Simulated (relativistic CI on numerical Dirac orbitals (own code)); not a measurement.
Method of calculation: Dirac-Coulomb-Breit CI, KLI orbitals optimised for each configuration, model QED, unscaled Slater integrals (own radial code, finite nucleus).

The strongest absorption lines from the ground level of an ion, among the configurations computed and to levels below about 657 eV (vacuum wavelength in nm, gf): 1.8931 (1.1), 1.8940 (0.5), 1.9018 (0.52), 3.8619 (6.6), 3.8629 (12), 3.8656 (1), 3.8829 (8.1), 4.7679 (0.39).

(1) Which ion is it?
A. Bi38+
B. Ac44+
C. Rn41+
D. Hg35+

Answers

(1) A. Bi38+ has 45 electrons and the ground level 4s2 4p6 4d9 2D_5/2; the strongest line goes to 4s2 4p6 4d8 4f 2F°_7/2. The pattern of lines fixes the number of electrons, and along that sequence the line energies rise steadily with the charge (about as its square where n changes within one kind of shell, about linearly where n is kept but much faster in heavy ions where fine structure, which grows about as Z⁴, sets the gap, and irregularly where shells cross), which fixes Z. Configurations outside the model, such as inner-shell arrays, can give stronger lines. At this charge energies of transitions that change n are usually good to better than 1 %, and those within a shell (Δn = 0) to a few per cent.

LS names give the leading component of a level, which can be under half, so a name can repeat, a term be missing and a line seem to break the LS rules.
